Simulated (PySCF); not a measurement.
Excited states of 4-bromopyridine, C5H4BrN

Method used: TDA CAM-B3LYP/def2-TZVPD excited states, vertical, gas phase in PySCF. Geometry: PBE0-D3(BJ)/def2-SVP.

Input:
```
{"job": {"kind": "states", "xc": "CAM-B3LYP", "basis": "def2-TZVPD", "tda": true, "soc": true, "nstates": 6, "ntriplets": 5, "nquad": 4}, "charge": 0, "multiplicity": 1}
Br    -0.575035     2.252735    -0.355035
C     -0.012958     0.461961    -0.482032
C     -0.950660    -0.565469    -0.538945
C     -0.471723    -1.872501    -0.632239
N      0.819258    -2.188449    -0.669499
C      1.697770    -1.191920    -0.614086
C      1.344149     0.154365    -0.519810
H     -2.021236    -0.357960    -0.511655
H     -1.183350    -2.704942    -0.678845
H      2.757856    -1.468940    -0.645965
H      2.104247     0.935677    -0.477398
```
Coordinates are in Å.

Command: `OMP_NUM_THREADS=1 python excited_run.py task.json out`

Problem. Show the output.

Solution. H and L stand for HOMO and LUMO.
```
coarse grid: 48240 points
cycle   1  E = -2821.8745205760  dE =  3.192e-01  |g| = 4.744e-01  |ddm| = 4.869e+00
cycle   2  E = -2821.8666448897  dE =  7.876e-03  |g| = 5.164e-01  |ddm| = 2.389e+00
cycle   3  E = -2821.9170035621  dE = -5.036e-02  |g| = 1.114e-01  |ddm| = 9.549e-01
cycle   4  E = -2821.9194564988  dE = -2.453e-03  |g| = 3.893e-02  |ddm| = 2.321e-01
cycle   5  E = -2821.9197897411  dE = -3.332e-04  |g| = 9.954e-03  |ddm| = 7.118e-02
cycle   6  E = -2821.9198138755  dE = -2.413e-05  |g| = 1.807e-03  |ddm| = 1.921e-02
cycle   7  E = -2821.9198150143  dE = -1.139e-06  |g| = 8.138e-04  |ddm| = 6.554e-03
final grid: 101600 points
cycle   8  E = -2821.9198009971  dE = -1.271e-07  |g| = 7.160e-04  |ddm| = 1.565e-02
cycle   9  E = -2821.9198009702  dE =  2.691e-08  |g| = 8.929e-04  |ddm| = 2.729e-03
cycle  10  E = -2821.9198011031  dE = -1.329e-07  |g| = 1.050e-04  |ddm| = 1.060e-03
cycle  11  E = -2821.9198011057  dE = -2.559e-09  |g| = 5.046e-05  |ddm| = 2.313e-04
cycle  12  E = -2821.9198011068  dE = -1.088e-09  |g| = 1.906e-05  |ddm| = 2.010e-04
cycle  13  E = -2821.9198011068  dE = -9.004e-11  |g| = 2.518e-06  |ddm| = 4.684e-05
converged SCF energy = -2821.9198011068

Singlet excitations
state   eV       nm        f     d(h-e)  d(exc)  Lambda  PR(NTO)  |dmu|/D   mu/D   main configurations
  1   5.1281   241.8   0.00574   1.172   2.716   0.488   1.007    2.943    2.163   H-1->L 0.96
  2   5.3776   230.6   0.00000   1.136   2.677   0.372   1.006    2.639    1.859   H-1->L+1 0.99
  3   5.5395   223.8   0.02242   0.189   2.762   0.604   1.996    0.489    1.268   H-2->L 0.55, H->L+1 0.40
  4   6.0918   203.5   0.00008   0.687   2.983   0.410   1.023    2.689    1.910   H->L+2 0.75, H->L+5 0.14
  5   6.1571   201.4   0.10947   0.995   3.114   0.730   1.554                     H->L 0.78, H-2->L+1 0.18
  6   6.6708   185.9   0.00000   2.298   3.463   0.254   1.004                     H-3->L 0.96

Triplet excitations (Tamm-Dancoff)
state   eV     d(h-e)  d(exc)  Lambda  PR(NTO)   main configurations
  1   4.1596   0.115   2.461   0.787   2.117   H-2->L+1 0.48, H->L 0.40
  2   4.3855   1.094   2.585   0.481   1.008   H-1->L 0.92
  3   4.6467   0.179   2.607   0.657   1.091   H-2->L 0.94
  4   4.7918   0.327   2.713   0.794   2.009   H-2->L+1 0.48, H->L 0.46
  5   5.2354   1.114   2.661   0.372   1.010   H-1->L+1 0.98
S1 - T1 = 0.9685 eV

Spin-orbit couplings |<S|Hso|T>| (cm-1)
             T1       T2       T3       T4       T5
S0        0.071    2.634    4.193    0.116    2.174
S1       54.969    0.012    1.017   65.035    0.899
S2        1.192    0.103   14.579    0.232    0.024
S3        0.441    0.104    0.004    0.163   61.866
S4       86.483    0.291    7.117   88.989    4.256
S5        0.220  103.954    0.197    0.235    2.148
S6      312.400  134.182    0.952  381.656    0.057
T1 sublevels (cm-1): 0.000 4.931 5.222   radiative rates (1/s): 0.00251 0.286 203
```

Scalar relativity is left out, which matters for the atoms heavier than Zn.

It took 2.2 min wall time on 1 thread of an Arm Neoverse N1, shared host, peak memory 1.4 GiB.
